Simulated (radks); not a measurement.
Coulomb parameter of the 3d shell of the vanadium ion V+ in the model configuration [Ar] 3d2.5 4p1.5, as a second difference U = [E(n + 0.5) + E(n - 0.5) - 2 E(n)] / (0.5)^2 with all orbitals relaxed. "Bare": the charge of the atom changes with n. "Screened": the 4p shell takes up the change at fixed total charge, which measures U(3d,3d) + U(4p,4p) - 2 U(3d,4p). Method: Dirac Kohn-Sham, LDA (Slater exchange, Perdew-Wang correlation), spin-unpolarised, spherical densities, point nucleus; open shells are shared between the two j in proportion to 2j + 1; computed with a radial shooting solver on a logarithmic mesh with Libxc functionals.

case,configuration,E - E(n) (eV)
start,[Ar] 3d2.5 4p1.5,0.000
bare +0.5,[Ar] 3d3 4p1.5,-6.883
bare -0.5,[Ar] 3d2 4p1.5,10.152
screened +0.5,[Ar] 3d3 4p1,-3.707
screened -0.5,[Ar] 3d2 4p2,4.789

U(bare) = 13.077 eV, U(screened by 4p) = 4.329 eV.
